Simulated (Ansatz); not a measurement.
Species: [Nb(F)3(OH)2] (charge 0, multiplicity 1).

### Question
Give a relaxed geometry from r2SCAN-D4/def2-SVP in Ansatz (a program for electronic structure).

### Answer
One answer among several that fit: the end point of this relaxation, one of several conformers.
Cartesian coordinates (Å) in one orientation:
```xyz
8

Nb    -0.118    -0.016     0.210
F      1.397    -0.828     0.925
F     -0.843    -0.559    -1.416
F      1.034     1.134    -0.760
O     -1.292    -1.063     1.214
H     -1.931    -1.515     1.773
O     -0.780     1.557     1.025
H     -0.382     2.395     0.740
```
